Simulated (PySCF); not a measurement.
# Highest orbital energy against ionisation energy along the third row

Calculated with PySCF 2.14, no spin-orbit coupling. Each cell gives −ε(HOMO) / ΔSCF in eV; NIST values include spin-orbit coupling, (s) semi-empirical, (t) theoretical.

```json
{"species": "Mg+ (dyall-acv3z, non-relativistic)", "UHF": "14.738 / 14.724", "LDA": "11.983 / 15.352", "PBE": "11.898 / 15.337", "PBE0": "12.707 / 15.232", "r2SCAN": "12.044 / 15.020", "NIST (lowest levels)": "15.035"}
{"species": "Al+ (dyall-acv3z, non-relativistic)", "UHF": "17.750 / 17.520", "LDA": "14.890 / 18.892", "PBE": "14.782 / 18.758", "PBE0": "15.737 / 18.652", "r2SCAN": "14.934 / 18.381", "NIST (lowest levels)": "18.829"}
{"species": "Si+ (dyall-acv3z, non-relativistic)", "UHF": "16.224 / 15.846", "LDA": "12.082 / 16.370", "PBE": "12.200 / 16.411", "PBE0": "13.343 / 16.436", "r2SCAN": "12.570 / 16.534", "NIST (lowest levels)": "16.346"}
{"species": "P+ (dyall-acv3z, non-relativistic)", "UHF": "19.736 / 19.169", "LDA": "14.921 / 19.825", "PBE": "14.985 / 19.783", "PBE0": "16.333 / 19.820", "r2SCAN": "15.415 / 19.954", "NIST (lowest levels)": "19.769 (s)"}
{"species": "S+ (dyall-acv3z, non-relativistic)", "UHF": "23.468 / 22.723", "LDA": "17.894 / 23.405", "PBE": "17.922 / 23.315", "PBE0": "19.492 / 23.383", "r2SCAN": "18.475 / 23.533", "NIST (lowest levels)": "23.338"}
{"species": "Cl+ (dyall-acv3z, non-relativistic)", "UHF": "23.657 / 22.594", "LDA": "18.347 / 23.981", "PBE": "18.370 / 23.846", "PBE0": "19.952 / 23.841", "r2SCAN": "18.722 / 23.808", "NIST (lowest levels)": "23.814"}
{"species": "Ar+ (dyall-acv3z, non-relativistic)", "UHF": "27.631 / 26.369", "LDA": "21.597 / 27.828", "PBE": "21.546 / 27.592", "PBE0": "23.340 / 27.606", "r2SCAN": "21.991 / 27.666", "NIST (lowest levels)": "27.630"}
```

Q: How far is −ε(HOMO) from ΔSCF on average for each method, and why?

A: UHF 0.61 eV; LDA -4.85 eV; PBE -4.76 eV; PBE0 -3.44 eV; r2SCAN -4.39 eV. Hartree-Fock orbital energies lack relaxation and so exceed the ΔSCF value; semilocal functionals have convex E(N) from self-interaction, so their HOMO lies far too high; exact exchange moves hybrids part of the way back.
